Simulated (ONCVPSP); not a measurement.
## Varying the ONCV potential for Ru (Z = 44)

Base potential:

Ru (Z = 44), optimised norm-conserving Vanderbilt (ONCV), made with ONCVPSP 4.0.1 (LDA (Perdew-Wang 92), scalar-relativistic). Core [Ar] 3d10, reference 4s2 4p6 4d6.5 (charge +1.5). Waves: 4s: rc 1.15 bohr, ncon 4, nbas 9, qcut 6.2 1/bohr, 2 projectors, debl 3.2 Ha; 4p: rc 1.30 bohr, ncon 5, nbas 9, qcut 6.8 1/bohr, 2 projectors, debl 1.1 Ha; 4d: rc 1.85 bohr, ncon 5, nbas 10, qcut 6.7 1/bohr, 3 projectors, debl 1.7 Ha. Local part: polynomial inside 0.85 bohr (lpopt 4, dvloc0 1 Ha). Core correction: none.

In the s channel the program set the typed energies aside and used -3.307, 0.250 Ha. In the p channel the program set the typed energies aside and used -2.207, 0.250 Ha.

All-electron outer shells of the reference configuration (LDA (PZ), scalar-relativistic, ld1.x):

| shell | level (eV) | outermost node (bohr) | outermost maximum (bohr) |
| --- | --- | --- | --- |
| 4s | -89.99 | 0.48 | 0.91 |
| 4p | -60.04 | 0.49 | 0.98 |
| 4d | -18.36 | 0.48 | 1.21 |

Cutoffs, loose and tight: the cutoffs (Ha) at which the residual kinetic energy of the hardest occupied pseudo-wave falls to 1 and 0.1 mHa per electron. They do not see the model core or the augmentation charge, which bear on the density cutoff. Test errors are all-electron minus pseudo excitation energies from the reference, over the configurations 4s2 4p6 4d7 5s1; 4s2 4p6 4d7; 4s2 4p6 4d6; 4s2 4p6 4d5. A dash means not determined; rows that change the core or the reference have their own tests.

| change | outcome | cutoff, loose | cutoff, tight | bound ghosts | GHOST(+) flags above zero | largest test error (meV) |
| --- | --- | --- | --- | --- | --- | --- |
| base | generated, projector energies reset by the program | 151 Ha | 185 Ha | none | s | +9.3 |
| s: rc 1.1 | generated, projector energies reset by the program | 169 Ha | 202 Ha | none | s | +9.3 |
| s: rc 1.22 | generated, projector energies reset by the program | 105 Ha | 162 Ha | none | s | +9.3 |
| s: rc 1.38 | generated, projector energies reset by the program | 83 Ha | 147 Ha | none | s | +9.5 |
| s: rc 1.5 | generated, projector energies reset by the program | 83 Ha | 147 Ha | none | s | +9.7 |
| s: rc 1.68 | generated, projector energies reset by the program | 83 Ha | 147 Ha | none | s | +10 |

Problem. What comes out with this change to the base: s: rc 0.8; local potential polynomial inside 0.80 bohr (lpopt 4, dvloc0 1 Ha)?

Solution. outcome: generated, projector energies reset by the program; cutoff, loose: 344 Ha; cutoff, tight: 414 Ha; bound ghosts: none; GHOST(+) flags above zero: s; largest test error (meV): +9.2.

Problem. What comes out with this change to the base: s: rc 0.96?

Solution. outcome: generated, projector energies reset by the program; cutoff, loose: 213 Ha; cutoff, tight: 258 Ha; bound ghosts: none; GHOST(+) flags above zero: s; largest test error (meV): +9.3.

Reading the sweep of the s radius (base included, trends over the rows without a ghost): The loose cutoff falls from 344 Ha at 0.8 to 83 Ha at 1.68 bohr. A larger radius leaves more room for a smooth pseudo-wave, so fewer plane waves are needed; a smaller one forces it to follow the all-electron wave where it bends sharply. The median size of the test errors (rows with all tests solved) stays near 1.0 meV.
